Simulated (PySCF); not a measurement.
**Dipole response of Zn (zinc, neutral)**

[Ar] 3d10 4s2, closed-shell 1S. All numbers are calculated (PySCF 2.14, a scalar-relativistic core potential, in aug-cc-pVDZ-PP with ECP10MDF (5s5p4d2f, 54 functions)). Coupled (time-dependent) response in atomic units; α is the mean over directions. A double-zeta set is small for polarisabilities.

```csv
method,mean α (bohr³),C₆ (like pair),S(−4)
UHF,50.49,393.9,1340
PBE,38.08,269.2,724.4
PBE0,40.74,295.3,835.9
BHandHLYP,41.50,301.5,877.5
LC-wPBE,41.72,306.8,869.3
```

S(−4) is the Cauchy moment in α(ω) = α(0) + S(−4) ω² + …

Reference α: 38.67 ± 0.3 bohr³ (recommended; Schwerdtfeger and Nagle, table of static dipole polarizabilities (2023 update)). Published C₆: 284.0 (Chu and Dalgarno (2004); Tang, Norbeck and Certain (1976)).

Hartree-Fock lies above the reference because it lacks correlation, which contracts the outer shell.

α(iu) at PBE:

```
u (hartree)  α(iu) (bohr³)
          0          38.08
     0.0500          36.36
      0.100          32.10
      0.200          22.27
      0.300          15.17
      0.500          7.998
      0.750          4.521
       1.00          3.024
       1.50          1.786
       2.00          1.273
       3.00         0.8044
       5.00         0.4250
```

A single London oscillator, α(iu) = α/(1 + u²/ω²), gives C₆ = (3/4) ω α². Matching the computed C₆ needs ω = 4 × 269.2 / (3 × 38.08²) = 0.248 hartree.

Energies and moments cover only the electrons outside the core potential.
